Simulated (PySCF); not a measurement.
Compound: BF₂H₃SSi.
Cartesian coordinates in Å at the PBE0-D3(BJ)/def2-SVP level; atoms count from 1:
```
atom  x, y, z in Å
F1     1.518   -1.953   -0.358
B2     1.110   -0.754    0.004
F3     2.044    0.095    0.392
Si4   -0.837   -0.179   -0.012
S5    -0.879    1.898   -0.578
H6    -1.446   -0.434    1.332
H7    -1.630   -0.913   -1.038
H8     0.176    2.220    0.204
```

Theory: PySCF 2.14.0, PBE0-D3(BJ)/def2-SVP geometry optimisation, gas phase.

Take the most abundant isotopes and a rigid rotor. The values belong to one conformer with, in the numbering `[F:1][B:2]([F:3])[SiH2:4][SH:5]`, F1–B2–Si4–S5 -145°, B2–Si4–S5–H -42°.

**Question.** Give the principal moments of inertia and the rotational constants in MHz.

**Answer.** Ia = 90.83, Ib = 317.06, Ic = 383.20 u·Å²; 505379 MHz·u·Å²/I gives A = 5564, B = 1594, C = 1319 MHz.

**Question.** What kind of rotor is it?

**Answer.** An asymmetric top; Ray's κ = -0.870.

**Question.** Is it planar, by Δ = Ic − Ia − Ib?

**Answer.** Not planar: Δ = Ic − Ia − Ib = -24.68 u·Å². For a rigid frame Δ = −2 Σ m c², so Σ m c² = 12.34 u·Å² lies off the ab plane: 3.47 from hydrogen and 8.87 from heavier atoms. The atom farthest from that plane is 1.70 Å away.

**Question.** Where do the levels up to J = 5 lie, in MHz?

**Answer.** Above 0(0,0):
J = 1: 1(0,1) 2913, 1(1,1) 6883, 1(1,0) 7158
J = 2: 2(0,2) 8725, 2(1,2) 12433, 2(1,1) 13259, 2(2,1) 25169, 2(2,0) 25183
J = 3: 3(0,3) 17408, 3(1,3) 20751, 3(1,2) 22401, 3(2,2) 33907, 3(2,1) 33976, 3(3,1) 54454, 3(3,0) 54454
J = 4: 4(0,4) 28923, 4(1,4) 31825, 4(1,3) 34574, 4(2,3) 45548, 4(2,2) 45752, 4(3,2) 66131, 4(3,1) 66134, 4(4,1) 94860, 4(4,0) 94860
J = 5: 5(0,5) 43221, 5(1,5) 45645, 5(1,4) 49760, 5(2,4) 60081, 5(2,3) 60552, 5(3,3) 80738, 5(3,2) 80750, 5(4,2) 109455, 5(4,1) 109455, 5(5,1) 146395, 5(5,0) 146395
Those of J = 1 are B + C, A + C and A + B.

**Question.** Predict some low-J microwave lines.

**Answer.** The dipole components are |μa| = 0.38 D, |μb| = 0.18 D, |μc| = 0.70 D. Intensities carry the squares of the components, which stand as 0.29 : 0.06 : 1.00 (a : b : c). Some of the stronger lines:

| type | branch | J(Ka,Kc) | MHz | lower level (cm⁻¹) |
| --- | --- | --- | --- | --- |
| a | Q | 3(1,2) ← 3(1,3) | 1650 | 0.692 |
| a | R | 1(0,1) ← 0(0,0) | 2913 | 0.000 |
| c | Q | 1(1,1) ← 1(0,1) | 3970 | 0.097 |
| c | R | 1(1,0) ← 0(0,0) | 7158 | 0.000 |
| a | R | 3(2,1) ← 2(2,0) | 8793 | 0.840 |
| a | R | 3(1,2) ← 2(1,1) | 9142 | 0.442 |
| c | R | 2(1,1) ← 1(0,1) | 10346 | 0.097 |
| c | Q | 3(2,2) ← 3(1,2) | 11506 | 0.747 |
| c | Q | 2(2,1) ← 2(1,1) | 11910 | 0.442 |
| c | R | 2(2,1) ← 1(1,1) | 18286 | 0.230 |
| c | Q | 3(3,1) ← 3(2,1) | 20478 | 1.133 |
| c | R | 3(2,1) ← 2(1,1) | 20717 | 0.442 |
| c | R | 3(3,0) ← 2(2,0) | 29271 | 0.840 |
| c | R | 3(3,1) ← 2(2,1) | 29285 | 0.840 |

**Question.** Estimate the classical rotational partition function at 10 K, 100 K and 500 K.

**Answer.** Point group C1, symmetry number σ = 1; q = (√π/σ)·√((kT/h)³/(ABC)), k/h = 20836.6 MHz/K: 1560 at 10 K, 49300 at 100 K, 551000 at 500 K.

Whether it is a minimum is left open (no frequencies). No vibrational averaging or centrifugal distortion is included, and the geometry carries the error of its method. Quadrupole hyperfine structure (11B) is left out.
